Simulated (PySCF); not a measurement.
**Exercise with solution: chemical shift, span and skew from a shielding tensor**

C₂H₇NSi₂, SMILES N[Si@@H]1C=C[SiH2]1. Atoms are numbered in the order given.

```xyz
12

N      2.2240    -0.6808     0.1354
Si     0.8188     0.1265    -0.4516
C     -0.1264     1.3950     0.5936
C     -1.3938     0.9141     0.6525
Si    -1.3329    -0.7747    -0.1975
H      2.2295    -1.1837     1.0139
H      3.1542    -0.4050    -0.1536
H      1.2159     0.6801    -1.7837
H      0.1692     2.3518     1.0477
H     -2.2225     1.4569     1.1274
H     -2.2826    -0.9893    -1.3372
H     -1.5135    -1.9241     0.7487
```

Geometry: PBE0-D3(BJ)/def2-SVP. The structure was generated by enumeration; whether it is a known compound was not checked. Other conformers were not sampled.

GIAO shieldings from PBE/pcSseg-1 in PySCF, non-relativistic, no solvent. The symmetric part of the tensor of N1 has the principal values 213.1, 242.6, 254.8 ppm. The same nucleus in NH3 has σ = 267.0 ppm at this level (PySCF, at its B3LYP-D3(BJ)/def2-TZVP geometry).

Work out the isotropic shielding, the ¹⁵N shift against NH3, the span and the skew.


σ(iso) = (σ11 + σ22 + σ33)/3 = 236.8 ppm. δ = σ(ref) − σ(iso) = 267.0 − (236.8) = 30.2 ppm.
Span Ω = σ33 − σ11 = 41.7 ppm. Skew κ = 3(σ(iso) − σ22)/Ω = -0.41. Tumbling in solution averages the tensor to δ; in a static solid the shielding alone would spread this spin-1/2 line over Ω.
